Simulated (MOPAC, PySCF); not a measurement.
C10H9ClSi, SMILES `[SiH3]c1cccc2ccc(Cl)cc12`, neutral singlet in the gas phase. 

Z-matrix (Å, degrees):
```
C
C 1 1.4179
C 2 1.3750 1 120.53
H 2 1.0920 3 118.98 1 180.00
C 3 1.4125 2 121.35 4 180.00
C 5 1.3730 3 119.13 2 0.00
H 5 1.0910 6 121.44 3 -180.00
H 6 1.0930 5 119.85 7 0.00
C 6 1.4180 8 118.79 5 -180.00
C 9 1.4174 6 121.57 8 0.00
C 10 1.3733 9 120.62 6 180.00
H 11 1.0924 10 120.33 9 180.00
H 10 1.0932 11 120.63 12 0.00
C 11 1.4130 12 119.64 10 180.00
C 14 1.3840 11 121.80 12 -180.00
H 14 1.0937 15 119.68 1 180.00
Cl 3 1.7313 2 119.95 4 0.00
Si 15 1.8802 14 119.07 16 0.00
H 18 1.4932 15 107.92 14 0.00
H 18 1.4959 19 109.19 16 121.34
H 18 1.4959 19 109.18 20 117.32
```
Charge 0, multiplicity 1.

All levels are single points at this geometry (PBE0-D4/def2-SVP); Pople sets use spherical d functions. Orbital energies aren't observables, and empty levels follow the basis.

B3LYP/6-311+G** in PySCF gives HOMO (eV) = -6.44.

Task: Estimate the HOMO (eV) from each of these levels: B3LYP-D3(BJ)/def2-TZVP in PySCF; PBE-D3(BJ)/def2-TZVP in PySCF; PBE0-D4/def2-TZVP in PySCF; B3LYP/3-21G in PySCF; B3LYP/6-31G* in PySCF; B3LYP/LANL2DZ in PySCF; M06-2X/6-31G* in PySCF; HF/3-21G in PySCF; HF/6-31G* in PySCF; HF/STO-3G in PySCF; AM1 in MOPAC; PM7 in MOPAC.

Result: 
```
level                            HOMO (eV)
-------------------------------  ---------
B3LYP-D3(BJ)/def2-TZVP in PySCF      -6.41
PBE-D3(BJ)/def2-TZVP in PySCF        -5.74
PBE0-D4/def2-TZVP in PySCF           -6.62
B3LYP/3-21G in PySCF                 -6.28
B3LYP/6-31G* in PySCF                -6.15
B3LYP/LANL2DZ in PySCF               -6.33
M06-2X/6-31G* in PySCF               -7.42
HF/3-21G in PySCF                    -8.32
HF/6-31G* in PySCF                   -8.11
HF/STO-3G in PySCF                   -6.41
AM1 in MOPAC                         -8.89
PM7 in MOPAC                         -9.13
```
